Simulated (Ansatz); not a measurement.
`CB(O)B(O)O` + H₂S → `CB(O)S` + `OBO`  (cleavage of the B–B bond)

Calculated with Ansatz (gas phase, PBE0-D4/def2-TZVP geometries, no zero-point term in ΔE). CCSD(T)/CBS adds triple-zeta CCSD(T) − MP2 to the extrapolated MP2 energy (def2 sets, frozen cores). This one scheme is used for every species. Functionals use def2-TZVPP. B3LYP here is the variant with VWN-RPA as its local correlation; programs differ in this. Each species was taken in one conformer, which may not be the lowest.

`CB(O)B(O)O`:

Cartesian coordinates in Å:
```
C 0.110 1.908 -0.041
B -0.482 0.480 -0.276
O -1.689 0.381 -0.899
B 0.276 -0.998 0.196
O -0.421 -2.144 -0.107
O 1.487 -1.009 0.826
H -0.530 2.711 -0.413
H 1.095 1.991 -0.515
H 0.295 2.069 1.027
H -1.963 -0.536 -0.997
H -0.017 -2.979 0.147
H 1.839 -1.874 1.054
```

H₂S:

Cartesian coordinates in Å:
```
S -0.459 -0.413 -0.048
H -0.274 0.689 0.694
H 0.733 -0.276 -0.646
```

`CB(O)S`:

```xyz
9

C     0.431    0.083    1.020
B    -0.404    0.014   -0.301
O    -1.750    0.191   -0.242
S     0.356   -0.302   -1.934
H     0.934   -0.870    1.213
H     1.218    0.840    0.954
H    -0.200    0.316    1.880
H    -2.206    0.133   -1.086
H     1.621   -0.403   -1.503
```

`OBO`:

Cartesian coordinates in Å:
```
O -0.933 0.568 -0.032
B 0.119 -0.288 -0.167
O 1.236 -0.088 0.570
H -1.677 0.345 -0.594
H 0.093 -1.220 -0.920
H 1.162 0.683 1.143
```

```csv
level,ΔE (kcal/mol)
B3LYP-D4,-26.2
r2SCAN,-27.8
PBE0,-26.8
CCSD/def2-TZVPP,-25.7
MP2/def2-QZVPP,-28.2
SCS-MP2/def2-QZVPP,-27.4
HF/CBS(def2),-27.9
MP2/CBS(def2),-28.4
```

Question: What does CCSD(T)/CBS give? (Best estimate.)

Answer: The calculation gave: -26.2 kcal/mol. The listed levels differ from it by 0.0, -1.6, -0.6, 0.5, -2.0, -1.2, -1.7, -2.2 kcal/mol.

Largest T1 diagnostic among the species: 0.014.

From PBE to PBE0 (25 % exact exchange), in def2-TZVPP and without D4, ΔE moves by −0.9 kcal/mol.

CCSD(T)/CBS has its own doubt, a few kJ/mol and more with outer-core shells, so smaller differences from it don't rank the levels.
